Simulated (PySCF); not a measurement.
# Worked example: entropy of an ideal gas

Cl₂H₂OSn, SMILES [SnH]([Cl])([OH])[Cl].

The structure is a stationary point at B3LYP-D3(BJ)/def2-SVP. The def2 effective core potentials stand for the cores of Sn; spin–orbit coupling is left out. Other conformers were not sampled.

B3LYP-D3(BJ)/def2-SVP in PySCF gives the harmonic wavenumbers 113, 123, 154, 213, 367, 380, 545, 556, 633, 867, 1968, 3818 cm⁻¹ and the rotational temperatures 0.1367, 0.0854, 0.0612 K. The molar mass is 207.62 g/mol, the symmetry number 1, the spin multiplicity 1.

Work out the entropy at 298.15 K and 1 atm in the rigid-rotor, harmonic-oscillator model.


Translation (Sackur–Tetrode at 1 atm): S = R[1.5 ln M + 2.5 ln T − 1.16487] = 175.3 J/(mol K).
Rotation: q = (√π/σ) T^1.5/√(θA θB θC) = 341000, S = R[ln q + 3/2] = 118.4 J/(mol K).
Vibration: with u = 1.4388 ν/T, each mode gives R[u/(e^u − 1) − ln(1 − e^−u)]:
```
ν (cm⁻¹)  modes     u  S (J/(mol K))
--------  -----  ----  -------------
113           1  0.55          13.46
123           1  0.59          12.77
154           1  0.74          10.97
213           1  1.03           8.44
367           1  1.77           4.57
380           1  1.83           4.35
545           1  2.63           2.32
556           1  2.68           2.23
633           1  3.05           1.66
867           1  4.18           0.67
1968          1  9.50           0.01
```
The stiffer modes add less than 0.005 each. Sum 61.4 J/(mol K).
Spin: R ln 1 = 0.0 J/(mol K).
Total 355.1 J/(mol K); the program's own thermochemistry gives 355.2. Translation makes up 49 % and vibration 17 %. Anharmonicity, hindered rotation and orbital degeneracy are left out.
